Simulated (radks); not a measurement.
Values are calculated unless marked as measured or tabulated.
All-electron atom: Rh+ in [Kr] 4d8. Code: a radial shooting solver on a logarithmic mesh with Libxc functionals. Model: non-relativistic Kohn-Sham, PBE, spin-polarised, spherical densities, point nucleus; open shells are filled with parallel spins first (spin-orbit coupling, left out, can overturn this in heavy ions); relativity is left out, which matters for an element this heavy. Some entries of the table are withheld. Estimate them.

orbital  occ.  eigenvalue (hartree)  <1/r> (bohr^-1)
1s down     1             -822.4382            44.48
1s up       1             -822.4381            44.48
2s up       1             -117.1939            10.08
2s down     1             -117.1824            10.08
2p up       3             -108.6659            10.08
2p down     3             -108.6575            10.08
3s up       1             -21.07533            3.553
3s down     1             -21.06999            3.553
3p up       3             -17.69911            3.467
3p down     3             -17.69282            3.467
3d up       5             -11.47902            3.305
3d down     5             -11.46901            3.305
4s up       1              -3.12348            1.348
4s down     1              -3.07425            1.350
4p up       3                   (1)            1.230
4p down     3                   (2)            1.232
4d up       5              -0.52810           0.8898
4d down     3              -0.47964           0.8817

Answer. 
(1) 4p up eigenvalue (hartree): -2.10250
(2) 4p down eigenvalue (hartree): -2.05177
